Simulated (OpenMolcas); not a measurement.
Pt2+ among 4 point charges of -2 e arranged as a tetrahedron (Td), 2.04 Å from the ion.
```
   1.1778    1.1778    1.1778  -2.00
   1.1778   -1.1778   -1.1778  -2.00
  -1.1778    1.1778   -1.1778  -2.00
  -1.1778   -1.1778    1.1778  -2.00
```

```yaml
Program: OpenMolcas
Method: "SS-CASPT2, IPEA 0.25 Eh, imaginary shift 0.1 Eh (closed shells correlated: 4f 5s 5p)"
Basis: ANO-RCC-VDZP [7s6p4d2f]
Scalar_Hamiltonian: DKH2, point nucleus
Active_space: 8 electrons in 5 orbitals (5d)
State_averaging: 2S+1 = 3 even, 10 roots; 2S+1 = 1 even, 15 roots
Spin-orbit_coupling: RASSI with atomic mean-field integrals over the reference wave functions
```

Q: What is the spin-free ground state (labels of Td)?

A: 3T1, 3-fold in its orbital part, 99 % from free-ion F terms; it has the highest spin that d8 allows.

Q: Where is the first state of the same spin?

A: 3T2 at 2790 cm-1 above the ground state.

Q: What are the lowest two levels with spin-orbit coupling?

A: A 1-fold level A1, then a 3-fold level T1 800 cm-1 above it. Their leading multiplicities are 3 (97 %) and 3 (97 %).

Q: What is χT at 300 K, and how does it compare with the textbook value?

A: The lowest level has 2S+1 = 3, for which the spin-only value is χT = S(S+1) / 2 = 1.000 cm3 K/mol (g = 2). The computed 1.916 at 300 K differs by +0.916, through orbital momentum, spin-orbit coupling and any other state in reach. With a threefold ground state the orbital momentum is unquenched, so the spin-only value is not expected to hold.

Roots that are degenerate in the reference are averaged as groups; the widest CASPT2 spread within a group is 170 cm-1 (the 3-fold group of multiplicity 3 near 2790 cm-1 above the lowest state of its run). Shifts and gaps below about the spread of the groups concerned are not significant. An orbital triplet at a regular site is open to Jahn-Teller coupling, which can distort the site and quench the lowest spin-orbit gaps and is left out. Real 4d8 and 5d8 ions are as a rule square planar and diamagnetic. Free-ion shares, where given, are those of the reference states; single-state CASPT2 does not remix them. This is an electrostatic model: the charges have no orbitals. No measured value stands beside these numbers.
